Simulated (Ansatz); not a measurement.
Complex (SMILES): C (CH4) with [H][H] (H2), atoms 1 to 5 the first; geometry from B3LYP-D3(BJ)/def2-TZVP, monomers rigid:
```xyz
7

C     -0.1244    -0.1244     0.1342
H      0.5271     0.4868     0.7574
H     -0.8183    -0.6760     0.7670
H      0.4773    -0.8263    -0.4418
H     -0.6845     0.5170    -0.5450
H      1.8534     1.4427    -1.6637
H      2.3267     1.8195    -2.0969
```

Basis-set convergence of the counterpoise-corrected interaction energy at HF with Ansatz (a quantum-chemistry and plane-wave program). Cartesian d functions, on some or all atoms, in 6-31+G*, 6-31G**; all else is spherical. No added dispersion term, no relativity. Functions are those of the species that has most. Reference: the value in aug-pcseg-3, 0.18 kcal/mol. Deviations are taken from unrounded values.

```json
[
 {"basis": "pcseg-0", "functions": "21", "counterpoise-corrected interaction energy (kcal/mol)": "0.17", "minus reference (kcal/mol)": "-0.01"},
 {"basis": "def2-SV(P)", "functions": "26", "counterpoise-corrected interaction energy (kcal/mol)": "0.20", "minus reference (kcal/mol)": "0.02"},
 {"basis": "6-31+G*", "functions": "31", "counterpoise-corrected interaction energy (kcal/mol)": "0.20", "minus reference (kcal/mol)": "0.02"},
 {"basis": "cc-pVDZ", "functions": "44", "counterpoise-corrected interaction energy (kcal/mol)": "0.19", "minus reference (kcal/mol)": "0.01"},
 {"basis": "def2-SVP", "functions": "44", "counterpoise-corrected interaction energy (kcal/mol)": "0.19", "minus reference (kcal/mol)": "0.01"},
 {"basis": "6-31G**", "functions": "45", "counterpoise-corrected interaction energy (kcal/mol)": "0.17", "minus reference (kcal/mol)": "-0.01"},
 {"basis": "6-311+G**", "functions": "58", "counterpoise-corrected interaction energy (kcal/mol)": "0.18", "minus reference (kcal/mol)": "0.00"},
 {"basis": "def2-TZVP", "functions": "67", "counterpoise-corrected interaction energy (kcal/mol)": "0.19", "minus reference (kcal/mol)": "0.00"},
 {"basis": "6-311++G(2d,2p)", "functions": "87", "counterpoise-corrected interaction energy (kcal/mol)": "0.18", "minus reference (kcal/mol)": "0.00"},
 {"basis": "def2-TZVPPD", "functions": "139", "counterpoise-corrected interaction energy (kcal/mol)": "0.18", "minus reference (kcal/mol)": "0.00"},
 {"basis": "aug-pcseg-2", "functions": "184", "counterpoise-corrected interaction energy (kcal/mol)": "0.19", "minus reference (kcal/mol)": "0.00"},
 {"basis": "def2-QZVPP", "functions": "237", "counterpoise-corrected interaction energy (kcal/mol)": "0.18", "minus reference (kcal/mol)": "0.00"},
 {"basis": "cc-pV5Z", "functions": "421", "counterpoise-corrected interaction energy (kcal/mol)": "0.18", "minus reference (kcal/mol)": "0.00"}
]
```

The smallest set listed that lies within 0.2 kcal/mol of the reference with all its larger relatives (same family, alike in diffuse functions; a set with none counts only in the reference's own line) is pcseg-0 (21 functions, -0.01 kcal/mol off). (Relatives not listed, tested too: pcseg-1 0.00, 6-311G** 0.00, cc-pVTZ 0.00, pcseg-2 0.00, def2-TZVPP 0.00, 6-311++G(3df,3pd) 0.00, cc-pVQZ 0.00, def2-QZVP 0.00, pcseg-3 0.00, def2-QZVPPD 0.00, aug-pcseg-3 0.00 kcal/mol.)
